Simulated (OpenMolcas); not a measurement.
# Re⁺: effect of the basis set

```json
{
 "Program": "OpenMolcas",
 "Method": "CASSCF",
 "Active space": "6 electrons in 6 orbitals (5d 6s)",
 "State averaging": "2S+1 = 7 even, 1 root; 2S+1 = 5 even, 35 roots kept (CI in the orbitals of an earlier block); 2S+1 = 3 even, 55 roots kept (CI in the orbitals of an earlier block); 2S+1 = 1 even, 10 roots kept (CI in the orbitals of an earlier block)",
 "Spin-orbit coupling": "state interaction with AMFI integrals over the reference wave functions, term energies averaged over their components"
}
```

A. ANO-R1 [7s5p4d2f], X2C, finite nucleus; cost of the order of 70 core-seconds
B. ANO-RCC-VDZP [7s6p4d2f1g], DKH2, point nucleus; cost roughly 50 core-seconds
C. ANO-R2 [8s6p5d3f1g], X2C, finite nucleus; cost of the order of 60 core-seconds
D. ANO-RCC-VTZP [8s7p5d3f2g1h], DKH2, point nucleus; cost about 70 core-seconds
E. ANO-R3 [10s7p6d4f2g1h], X2C, finite nucleus; cost roughly 50 core-seconds
F. ANO-RCC-VQZP [9s8p6d4f3g2h], DKH2, point nucleus; cost roughly 90 core-seconds

Energies in cm⁻¹ above 5d⁵ 6s ⁷S₃, the measured ground level; measured values from NIST Handbook of Basic Atomic Spectroscopic Data.

```json
{"Level": "5d⁵ 6s ⁷S₃", "A": "0.0", "B": "0.0", "C": "0.0", "D": "0.0", "E": "0.0", "F": "0.0", "Measured": "0.0"}
{"Level": "5d⁵ 6s ⁵D₂ [60 %]", "A": "21557", "B": "21179", "C": "21882", "D": "21885", "E": "21867", "F": "21875", "Measured": ""}
{"Level": "5d⁵ 6s ⁵D₃", "A": "21985", "B": "21582", "C": "22341", "D": "22381", "E": "22330", "F": "22395", "Measured": ""}
{"Level": "5d⁵ 6s ⁵D₄", "A": "22255", "B": "21759", "C": "22688", "D": "22741", "E": "22683", "F": "22780", "Measured": ""}
{"Level": "5d⁵ 6s ⁵D₁", "A": "22660", "B": "22385", "C": "22926", "D": "22977", "E": "22923", "F": "23002", "Measured": ""}
{"Level": "5d⁵ 6s ⁵D₀", "A": "22859", "B": "22632", "C": "23095", "D": "23153", "E": "23095", "F": "23178", "Measured": ""}
{"Level": "5d⁵ 6s ⁵G₃", "A": "25721", "B": "25348", "C": "26003", "D": "25948", "E": "25993", "F": "25992", "Measured": "19140"}
{"Level": "5d⁵ 6s ⁵G₄", "A": "26421", "B": "26059", "C": "26686", "D": "26618", "E": "26682", "F": "26682", "Measured": "20463"}
{"Level": "5d⁵ 6s ⁵G₅", "A": "26980", "B": "26676", "C": "27198", "D": "27116", "E": "27197", "F": "27193", "Measured": "20976"}
{"Level": "5d⁵ 6s ⁵G₆", "A": "27241", "B": "26966", "C": "27432", "D": "27338", "E": "27432", "F": "27418", "Measured": "20782"}
{"Level": "5d⁵ 6s ⁵P₁", "A": "31111", "B": "30761", "C": "31371", "D": "31293", "E": "31373", "F": "31393", "Measured": ""}
{"Level": "5d⁵ 6s ⁵P₂ [57 %]", "A": "31153", "B": "30843", "C": "31395", "D": "31327", "E": "31400", "F": "31420", "Measured": ""}
{"Level": "5d⁵ 6s ³D₂ [52 %]", "A": "32217", "B": "31731", "C": "32645", "D": "32647", "E": "32635", "F": "32688", "Measured": ""}
{"Level": "5d⁵ 6s ³D₁", "A": "32667", "B": "32249", "C": "33064", "D": "33095", "E": "33052", "F": "33114", "Measured": ""}
{"Level": "5d⁵ 6s ¹S₀ [65 %]", "A": "33410", "B": "32953", "C": "33878", "D": "33993", "E": "33858", "F": "33974", "Measured": ""}
{"Level": "5d⁵ 6s ³G₅", "A": "36004", "B": "35517", "C": "36419", "D": "36389", "E": "36417", "F": "36460", "Measured": ""}
{"Level": "5d⁵ 6s ³G₃ [53 %]", "A": "36328", "B": "35819", "C": "36767", "D": "36728", "E": "36765", "F": "36807", "Measured": ""}
```

Deviations, from unrounded energies. A percentage is the sum of absolute deviations over the sum of measured energies, with the sign that they share, or ± where signs differ.

```tsv
Against measurement	Levels	A	B	C	D	E	F
mean absolute deviation (cm-1)	4	6300	5900	6500	6400	6500	6500
other terms of the ground configuration (%)	4	+30.7	+29.1	+31.9	+31.5	+31.9	+31.9
```

B lies closest to measurement on these levels and C furthest from it. The largest miss of B in the table is 5d⁵ 6s ⁵G₃, by +6200 cm-1. The ranking rests on the paired levels alone, and a cruder setting can come out closer through cancelling errors.

Among A to F the level of the table that moves most is 5d⁵ 6s ¹S₀ [65 %], by 1000 cm-1 (lowest in B, highest in D).

Without dynamic correlation excited terms often stand tens of per cent too high (terms of higher spin than the ground term too low), and those without a measured partner can miss by more than the paired ones. Terms from blocks run as CI alone lack orbitals of their own. Measured partners are found by configuration, term and J. A level has none where our copy of the source lacks it or the pairing is in doubt (some pairs that miss far off the trend of their configuration count as doubtful), and it then counts in no deviation. Only configurations of the active space appear. Levels that lie high or do not pair safely by name in every column are left out.

A share in square brackets marks a mixed level and gives the weight of the term that names it, the lowest over the columns.
